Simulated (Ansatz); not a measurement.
Isolated molecules relaxed with PBE0-D4/def2-TZVP in Ansatz; ΔE leaves out vibrations. CCSD(T)/CBS adds triple-zeta CCSD(T) − MP2 to the extrapolated MP2 energy (def2 sets, frozen cores). Functionals use def2-TZVPP. HSE06 is defined as in plane-wave codes. Open shells (•) are unrestricted, without spin–orbit coupling. One conformer a species, not always the lowest.

`F[Si](F)O[SiH3]`• → `F[SiH](F)O[SiH2]`•  (isomerisation)

`F[Si](F)O[SiH3]`•:

Z-matrix (Å, degrees):
```
Si
O 1 1.646
H 1 1.482 2 109.3
H 1 1.484 2 109.4 3 -120.3
H 1 1.481 2 107.8 3 119.9
Si 2 1.607 1 152.1 3 80.0
F 6 1.587 2 108.2 1 174.7
F 6 1.590 2 109.7 1 -69.3
```

`F[SiH](F)O[SiH2]`•:

Z-matrix (Å, degrees):
```
Si
F 1 1.581
O 1 1.603 2 109.8
F 1 1.581 2 106.8 3 119.3
H 1 1.464 2 109.5 3 -122.1
Si 3 1.648 1 152.4 2 67.8
H 6 1.490 3 109.1 1 66.4
H 6 1.488 3 107.2 1 -173.4
```

(1) Is it downhill or uphill in electronic energy at CCSD(T)/CBS, and by how much? (Best estimate.)

(2) What do these levels give: BLYP-D4, BHLYP-D4, PBE-QIDH, PBE0, HSE06, BHLYP? (Estimate.)

Largest T1 diagnostic among the species: 0.013.

## Answers

(1) The calculation gave: Downhill: ΔE = -27.6 kJ/mol.

(2) The calculation gave: BLYP-D4 -25.1, BHLYP-D4 -30.5, PBE-QIDH -27.6, PBE0 -26.1, HSE06 -26.0, BHLYP -28.9 kJ/mol.

From PBE to PBE0 (25 % exact exchange), in def2-TZVPP and without D4, ΔE moves by −3.3 kJ/mol. At CCSD(T), def2-SVP lies −5.6 kJ/mol from the extrapolated value and def2-TZVPP −1.4 kJ/mol. Leaving LDA and LC-ωPBE aside and taking each functional with its dispersion term where it has one, the values, not all of them listed here, spread over 6.5 kJ/mol, from BHLYP-D4 to PBE-D4. LDA lies −3.0 kJ/mol from PBE without D4.
